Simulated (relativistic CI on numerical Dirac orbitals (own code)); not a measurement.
Sensitivity of the levels of Sc¹⁹⁺ to α and to the nuclear radius

Method of calculation: Dirac-Coulomb-Breit CI, separate exchange-only KLI orbitals for each configuration, derivatives by finite differences, unscaled Slater integrals, QED left out (own radial code, finite nucleus).

Configuration list: 1s², 1s2s, 1s2p. Levels of other configurations are missing.

With x = (α/α₀)² − 1 an excitation energy changes as ω = ω₀ + qx; K = 2q/ω₀ is the relative enhancement. Terms are leading LS components, so labels can repeat. The field-shift factor is F = δν/δ⟨r²⟩ for the transition from the lowest level.

Lowest level 1s² ¹S0.

```tsv
Level	ω₀ (cm⁻¹)	q (cm⁻¹)	K	F (GHz/fm²)
1s2s ³S1	34450555	156900	0.00911	-276
1s2p ³P°0	34633702	171600	0.00991	-319
1s2p ³P°1	34642824	175900	0.0102	-319
1s2s ¹S0	34649393	166400	0.00961	-277
1s2p ³P°2	34687290	225900	0.013	-319
1s2p ¹P°1	34814531	213700	0.0123	-317
```

At this charge energies of transitions that change n are usually good to better than 1 %, and those within a shell (Δn = 0) to a few per cent.
